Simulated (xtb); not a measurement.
xtb was given this input:
```
$ xtb mol.xyz --gfn 2 --etemp 10000 --json

# file mol.xyz
2

Cl    -0.00000000    -0.00000000    -0.07094563
H      0.00000000     0.00000000     1.20607566
```

**Question.** What does this run give for the dipole moment, partial charges in atom order, total energy (a free energy at this electronic temperature)?

**Answer.** 
| Item | Value |
|---|---|
| dipole moment | 1.08 D |
| partial charges in atom order | Cl1 -0.33, H2 0.33 |
| total energy (a free energy at this electronic temperature) | -5.053741 Ha |
